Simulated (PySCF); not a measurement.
Delta-SCF ions had no search for a lower state. Excitations are Tamm–Dancoff values on a coarser integration grid. The basis has no diffuse functions, so Rydberg states are missing or too high.

**C10H9ClSi, SMILES `[SiH3]c1ccc2ccccc2c1Cl` (charge 0, multiplicity 1)**

Level of theory: PySCF 2.14.0 with PBE0-D4/def2-TZVP // PBE0-D4/def2-SVP.

HOMO: -6.52 eV
dipole moment: 2.04 D
HOMO–LUMO gap: 4.82 eV
LUMO: -1.69 eV
S1 excitation (TDA): 4.31 eV
S1 oscillator strength: 0.058
brightest of the four lowest singlets (TDA): 5.97 eV
T1 excitation (TDA): 2.83 eV
S1–T1 gap (TDA): 1.49 eV
vertical ionisation energy (Delta-SCF): 8.06 eV
total energy: -30902.03 eV
cost: very roughly 30 core-minutes

```xyz
21

Si    -3.6530     0.2425     0.0578
C     -1.8086    -0.1380     0.0201
C     -1.3437    -1.4396    -0.3109
C     -0.0039    -1.7365    -0.3437
C      0.9643    -0.7458    -0.0461
C      2.3539    -1.0281    -0.0733
C      3.2787    -0.0544     0.2184
C      2.8528     1.2511     0.5517
C      1.5137     1.5601     0.5878
C      0.5368     0.5764     0.2917
C     -0.8635     0.8279     0.3104
Cl    -1.4156     2.4290     0.7182
H     -4.3658    -1.0211    -0.3038
H     -4.0924     0.6757     1.4171
H     -4.0112     1.3018    -0.9311
H     -2.0749    -2.2181    -0.5438
H      0.3340    -2.7435    -0.6006
H      2.6757    -2.0401    -0.3320
H      4.3459    -0.2868     0.1933
H      3.5935     2.0202     0.7824
H      1.1833     2.5674     0.8450
```
Charge 0, spin multiplicity 1.
